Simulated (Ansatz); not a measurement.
Stepwise reaction of `OB(O)O` with hydrogen fluoride, as a gas-phase model of exchange steps in deposition or etching. ΔE in kJ/mol.

Computed with Ansatz on PBE0-D4/def2-TZVP structures; ΔE is electronic, products minus reactants. CCSD(T)/CBS is the MP2 limit (def2-TZVPP, def2-QZVPP) plus CCSD(T) − MP2 in def2-TZVPP, frozen cores. This one scheme is used for every species. DFT in def2-TZVPP. B3LYP here is the variant with VWN-RPA as its local correlation; programs differ in this. Each species was taken in one conformer, which may not be the lowest.

```json
{"step": "1", "reaction": "`OB(O)O` + H–F → `OB(O)F` + H₂O", "PBE-D4": "-15.7", "B3LYP-D4": "-17.7", "ωB97M-V": "-17.1", "CCSD(T)/CBS": "-15.1"}
{"step": "2", "reaction": "`OB(O)F` + H–F → `OB(F)F` + H₂O", "PBE-D4": "-13.0", "B3LYP-D4": "-14.9", "ωB97M-V": "-14.5", "CCSD(T)/CBS": "-13.1"}
```

(1) Give the row of step 3, `OB(F)F` + H–F → `FB(F)F` + H₂O. (An estimate is asked.)

(2) By hand: ΔE of the 3 steps together at CCSD(T)/CBS.

Results:

(1) The calculation gave: 
```
step                         reaction  PBE-D4  B3LYP-D4  ωB97M-V  CCSD(T)/CBS
   3  `OB(F)F` + H–F → `FB(F)F` + H₂O    -8.1      -9.9     -9.9         -9.2
```

(2) (-15.1) + (-13.1) + (-9.2) = -37.4 kJ/mol, or -12.5 kJ/mol a step.

In ΔE step 1 is the lowest and step 3 the highest. All are downhill at CCSD(T)/CBS. PBE-D4 differs from CCSD(T)/CBS by -0.6 to 1.1 kJ/mol a step. Isolated molecules leave out the surface, adducts and barriers. Largest T1 diagnostic: 0.012.
